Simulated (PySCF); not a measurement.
# Property card for `C=C/C=C(/C=C)S(=O)(=O)[O-]`

Species: C₆H₇O₃S (charge -1).
Structure used (GFN2-xTB), in Å, numbered top down from 1:
```xyz
17
C6H7O3S angstrom
C      3.2707   -0.0297   -0.1753
C      1.9823    0.1787   -0.4451
C      0.9144   -0.4432    0.2878
C     -0.3952   -0.2174    0.1046
C     -1.3899   -0.8598    0.9247
C     -2.6260   -0.3983    1.0802
S     -1.1151    0.9390   -1.1262
O     -0.0722    1.2968   -2.0846
O     -2.2036    0.1785   -1.7318
O     -1.5546    2.0652   -0.3028
H      3.5884   -0.6885    0.6217
H      4.0575    0.4502   -0.7337
H      1.6631    0.8382   -1.2397
H      1.2233   -1.1313    1.0800
H     -1.0740   -1.7644    1.4457
H     -3.3481   -0.9051    1.7037
H     -2.9278    0.5032    0.5808
```

**GFN2-xTB geometry**

* Point group of the GFN2-xTB geometry: C1
* Rotational constants A, B, C of the GFN2-xTB geometry: 1.834, 0.963, 0.721 GHz

PBE0/pcSseg-1 ground state and GIAO shieldings, non-relativistic (PySCF):

* HOMO energy: -2.43 eV
* LUMO energy: 2.12 eV
* HOMO–LUMO gap: 4.55 eV
* Lowest Hirshfeld atomic charge: -0.40 e on O9/O10
* Highest Hirshfeld atomic charge: +0.45 e on S7
* 13C chemical shifts (computed TMS as zero) by class: 163.7 (C4), 150.1 (C2), 140.1 (C5), 134.2 (C6), 129.7 (C3), 110.7 (C1) ppm
* 1H chemical shifts (computed TMS as zero) by class: 10.13 (H13), 7.68 (H17), 6.00 (H15), 5.63 (H14), 5.56 (H16), 4.65 (H12), 4.63 (H11) ppm
* Isotropic shieldings of nuclei other than C and H, by class: 67 (O10), 93 (O8/O9), 189 (S7) ppm
* Mayer bond orders between heavy atoms: C1–C2 1.86, C2–C3 1.14, C3–C4 1.68, C4–C5 1.08, C5–C6 1.91, C4–S7 0.83, S7–O8 1.60, S7–O9 1.65, S7–O10 1.60

Monoisotopic mass of the ion (most abundant isotopes, electron mass counted): 159.0121 u.

With B = h/(8π²I), that is 505.379 GHz u Å² over I, the principal moments of inertia are 275.6, 525.0 and 700.8 u Å² (most abundant isotopes); the inertial defect Ic − Ia − Ib is -99.8 u Å² (zero for a rigid planar frame, negative otherwise). The rotational constants make it an asymmetric top with κ = (2B − A − C)/(A − C) = -0.57, nearer the prolate limit (−1).

The structure is a single GFN2-xTB conformer in the gas phase; no vibrational or solvent corrections. NMR classes are plain means over equivalent atoms (diastereotopic ones count apart unless rotation or inversion swaps them), as if these changed places fast; in this geometry the members of some classes differ. No diffuse functions stand in pcSseg-1, which bears on an anion's orbital energies.
